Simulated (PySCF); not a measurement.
# Nuclear quadrupole coupling in `FC(F)(F)C[Si@H]1C=CCN1`

Species: C₅H₈F₃NSi.
Cartesian coordinates in Å at the GFN2-xTB level; atoms count from 1:
```xyz
18
C5H8F3NSi angstrom
F      2.2071   -0.2836   -2.0192
C      2.6760   -0.0993   -0.7695
F      3.8071    0.6212   -0.9101
F      3.0702   -1.3134   -0.3443
C      1.6747    0.5302    0.1349
Si     0.0808   -0.5240    0.0978
C     -1.3126    0.0797    1.1915
C     -2.3935    0.2868    0.4518
C     -2.2546    0.0754   -1.0207
N     -0.8532   -0.1625   -1.2899
H      1.5033    1.5478   -0.2087
H      2.1091    0.5702    1.1299
H      0.4597   -1.9251    0.3400
H     -1.3145    0.1964    2.2604
H     -3.3568    0.5986    0.8279
H     -2.6060    0.9568   -1.5710
H     -2.8779   -0.7755   -1.3303
H     -0.6277   -0.3735   -2.2469
```

Field gradients from the PBE0/pcSseg-1 density (PySCF, non-relativistic), principal values in atomic units, ordered |Vxx| ≤ |Vyy| ≤ |Vzz|:

| atom | Vxx | Vyy | Vzz |
| --- | --- | --- | --- |
| N10 | 0.3328 | 0.7373 | -1.0702 |

Problem. Find the asymmetry η = (Vxx − Vyy)/Vzz and the couplings χ = eQV/h (234.96 MHz × Q in barn × V in au), with Q(14N) = 0.02044 b.

Solution. 
| atom | environment | nucleus | η | χzz (MHz) | χxx (MHz) | χyy (MHz) |
| --- | --- | --- | --- | --- | --- | --- |
| N10 | silicon-bound nitrogen | 14N | 0.38 | -5.14 | 1.60 | 3.54 |

Problem. What is Vzz at N10 in SI units (1 au = 9.71736 × 10²¹ V/m²)?

Solution. -1.0702 au = -10.399 × 10²¹ V/m².

Problem. What couplings would deuterons (Q(2H) = 0.00286 b) have in place of the hydrogens, at this geometry?

Solution. 
```
atom  bonded to  bond length (Å)  Vzz (au)     η  χzz (kHz)
 H11         C5            1.088    0.3130  0.07        210
 H12         C5            1.086    0.3162  0.05        213
 H13        Si6            1.471    0.1531  0.01        103
 H14         C7            1.075    0.3456  0.02        232
 H15         C8            1.080    0.3292  0.04        221
 H16         C9            1.097    0.2928  0.05        197
 H17         C9            1.099    0.2887  0.04        194
 H18        N10            1.006    0.4298  0.17        289
```

Geometry: GFN2-xTB, one conformer, isolated molecule. GFN2-xTB bond lengths can be off by several hundredths of an ångström, more for odd bonds, and the gradients follow them. These gradients aren't converged with respect to the basis.
